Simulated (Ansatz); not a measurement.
Computed with Ansatz on PBE0-D4/def2-TZVP structures; ΔE is electronic, products minus reactants. CCSD(T)/CBS adds triple-zeta CCSD(T) − MP2 to the extrapolated MP2 energy (def2 sets, frozen cores). Functionals use def2-TZVPP. B3LYP here is the variant with VWN-RPA as its local correlation; programs differ in this. Elements past krypton have def2 core potentials. For Ge, In outer-core shells are correlated without core-valence functions, which leaves a few kJ/mol of doubt a bond. Scalar relativity is left out up to krypton. One conformer a species, not always the lowest.

`[F][In]([F])[SiH3]` + `N=[C]1[CH2][GeH2]1` → `[SiH3]/N=[C]1/[CH2][GeH2]1` + `[F][InH][F]`  (cleavage of the Si–In bond)

Question: Is it downhill or uphill in electronic energy at CCSD(T)/CBS, and by how much? (Best estimate.)

Answer: Computed: Downhill: ΔE = -0.9 kcal/mol.

Question: What do these levels give: PBE-D4, r2SCAN-D4, PBE0-D4, B3LYP-D4, ωB97X-V, ωB97M-V, B2PLYP, r2SCAN, B3LYP, HF/def2-TZVPP, HF/def2-QZVPP, MP2/def2-QZVPP? (An estimate is asked.)

Answer: Computed: PBE-D4 1.0, r2SCAN-D4 -1.4, PBE0-D4 0.5, B3LYP-D4 -1.6, ωB97X-V -0.7, ωB97M-V -1.2, B2PLYP -1.5, r2SCAN -1.1, B3LYP -0.1, HF/def2-TZVPP -2.7, HF/def2-QZVPP -3.1, MP2/def2-QZVPP -2.5 kcal/mol.

Largest T1 diagnostic among the species: 0.017.

The D4 term adds −1.4 kcal/mol with B3LYP and −0.8 kcal/mol with PBE0; it sums over pairs of atoms, weighted by their polarisabilities, and B3LYP, whose exchange is more repulsive, gets the larger term.
